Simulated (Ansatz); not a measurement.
`N#Cc1ccccc1-c1ccccc1C#N` with charge +1. The state is a doublet with charge 1. Geometry PBE-D4/def2-SVP; atoms count from 1.

Cartesian coordinates in Å:
```
N -3.463 -0.544 0.434
C -2.434 -0.925 0.011
C -1.199 -1.400 -0.525
C -1.208 -2.562 -1.312
C -0.021 -3.009 -1.919
C 1.188 -2.291 -1.752
C 1.211 -1.123 -0.999
C 0.034 -0.645 -0.349
C 0.076 0.547 0.484
C -0.614 0.590 1.732
C -0.534 1.708 2.556
C 0.206 2.843 2.147
C 0.884 2.850 0.915
C 0.839 1.721 0.083
C 1.467 1.786 -1.197
N 1.982 1.865 -2.252
H -2.152 -3.104 -1.466
H -0.035 -3.924 -2.530
H 2.116 -2.668 -2.208
H 2.164 -0.599 -0.847
H -1.160 -0.297 2.080
H -1.035 1.705 3.535
H 0.251 3.731 2.796
H 1.435 3.743 0.586
```

Problem. Estimate the Mulliken populations from the PBE0/def2-SVP orbitals of Ansatz.

Solution. 
| atom | charge (e) | spin (α − β) |
| --- | --- | --- |
| N1 | 0.08 | 0.09 |
| C2 | -0.09 | -0.06 |
| C3 | -0.08 | 0.14 |
| C4 | 0.05 | -0.09 |
| C5 | 0.04 | 0.28 |
| C6 | 0.02 | -0.06 |
| C7 | 0.01 | 0.07 |
| C8 | 0.08 | 0.14 |
| C9 | 0.08 | 0.14 |
| C10 | 0.01 | 0.07 |
| C11 | 0.02 | -0.06 |
| C12 | 0.04 | 0.28 |
| C13 | 0.05 | -0.09 |
| C14 | -0.08 | 0.14 |
| C15 | -0.09 | -0.06 |
| N16 | 0.08 | 0.09 |
| H17 | 0.09 | 0.00 |
| H18 | 0.11 | -0.01 |
| H19 | 0.10 | 0.00 |
| H20 | 0.09 | 0.00 |
| H21 | 0.09 | 0.00 |
| H22 | 0.10 | 0.00 |
| H23 | 0.11 | -0.01 |
| H24 | 0.09 | 0.00 |
Mulliken values depend strongly on the basis.

Problem. Where does the spin sit?

Solution. Summed by element: N 0.18, C 0.85, H -0.02, of 1 unpaired in all. Largest on single atoms: C5 0.28, C12 0.28, C9 0.14.

Problem. And the Mayer bond orders between heavy atoms (over 0.3)?

Solution. N1–C2 2.91 (1.18 Å); C2–C3 1.12 (1.43 Å); C3–C4 1.45 (1.40 Å); C3–C8 1.20 (1.46 Å); C4–C5 1.31 (1.41 Å); C5–C6 1.29 (1.42 Å); C6–C7 1.48 (1.39 Å); C7–C8 1.26 (1.43 Å); C8–C9 1.18 (1.45 Å); C9–C10 1.26 (1.43 Å); C9–C14 1.20 (1.46 Å); C10–C11 1.48 (1.39 Å); C11–C12 1.29 (1.42 Å); C12–C13 1.31 (1.41 Å); C13–C14 1.45 (1.40 Å); C14–C15 1.12 (1.43 Å); C15–N16 2.91 (1.18 Å).
